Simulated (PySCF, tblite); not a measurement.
Isomers of C7H9O (doublet state), one GFN2-xTB conformer each. Single-point energies are computed at B3LYP/pcH-1 (PySCF, gas phase, no added dispersion term), electronic only. GFN2-xTB treats the open shell by occupation alone, and not every SCF solution was tested for stability.

Question: Rank them by B3LYP/pcH-1 energy, lowest first (kJ/mol).
A. `[CH2:1]=[C:2]([CH3:3])[C:4]1[CH:5]=[CH:6][CH2:7][O:8]1` (doublet state) with C1–C2–C4–C5 180°
B. `[CH2:1][C:2]1=[CH:3][CH:4]=[C:5]([O:6][CH3:7])[CH2:8]1` (doublet state) with H–C1–C2–C3 180° and 0°, C4–C5–O6–C7 0°

Answer: A (0.0), B (14.8).

Neighbours under 21 kJ/mol apart (C=C(C)[C]1C=CCO1 and [CH2]C1=CC=C(OC)C1) can change places with a better method, another conformer or zero-point energy. GFN2-xTB itself gives, in the same order: 0.0, 2.5. Both levels put the same isomer lowest.

Question: What happens when harmonic zero-point energies from GFN2-xTB frequencies are added?

Answer: 
```
            SMILES  ZPE (kJ/mol)  electronic (kJ/mol)  with ZPE (kJ/mol)
  C=C(C)[C]1C=CCO1         359.7                  0.0                0.0
[CH2]C1=CC=C(OC)C1         359.6                 14.8               14.8
```

The zero-point energies span 0.1 kJ/mol. The order is unchanged.
